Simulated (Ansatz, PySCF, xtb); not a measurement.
Process, species as SMILES: NB(N)Cl + 3 [H][H] (H2) -> B (BH3) + Cl (HCl) + 2 N (NH3)
Structures are relaxed separately at B3LYP-D3(BJ)/def2-TZVP in Ansatz (an electronic-structure program), one conformer each, not searched for the lowest.
Geometry of the first species:
```
B
N 1 1.4059
H 2 1.0036 1 121.99
H 2 1.0049 3 114.39 1 -180.00
N 1 1.4059 2 124.59 3 -180.00
H 5 1.0036 1 121.99 2 -180.00
H 5 1.0049 6 114.39 1 -180.00
Cl 1 1.8010 2 117.71 3 0.00
```

Property: energy of full hydrogenation (electronic energy difference), in kJ/mol. Correlated levels leave the core frozen unless marked. No spin-orbit coupling. Non-relativistic unless marked X2C. Basis-set limits of correlation are two-point, X^-3; Hartree-Fock from the larger set.

```
level                                                             program  energy of full hydrogenation (kJ/mol)
---------------------------------------------------------  --------------  -------------------------------------
GFN1-xTB                                                              xtb                                    [?]
SVWN5/def2-TZVPD                                                   Ansatz                                  307.1
PBE/def2-TZVPD                                                     Ansatz                                  270.2
PBE-D4/def2-TZVPD                                          Ansatz + dftd4                                  280.0
revPBE-D3(BJ)/def2-TZVPD                                   Ansatz + dftd3                                  273.6
r2SCAN/def2-TZVPD                                                  Ansatz                                  285.7
PBE0-D3(BJ)/def2-TZVPD                                     Ansatz + dftd3                                  270.9
BHLYP-D4/def2-TZVPD                                        Ansatz + dftd4                                  260.9
TPSSh-D4/def2-TZVPD                                         PySCF + dftd4                                  280.6
r2SCANh-D4/def2-TZVPD                                      Ansatz + dftd4                                  284.7
B2GP-PLYP-D3(BJ)/def2-TZVPD                                Ansatz + dftd3                                  274.5
B2GP-PLYP-D4/def2-TZVPD                                    Ansatz + dftd4                                  272.7
RPA@PBE/cc-pV(T+d)Z                                                Ansatz                                  250.5
CCSD/aug-cc-pV(D+d)Z                                               Ansatz                                  224.3
X2C-CCSD(T)/cc-pVTZ-DK                                             Ansatz                                  264.2
CCSD(T) with core electrons (1s frozen past Ne)/cc-pwCVTZ          Ansatz                                  267.8
CCSD(T)/CBS(cc-pV(T+d)Z,cc-pV(Q+d)Z)                               Ansatz                                  268.2
```

Question: Complete the blanks.

Answer: 
- GFN1-xTB, energy of full hydrogenation (kJ/mol): 158.3
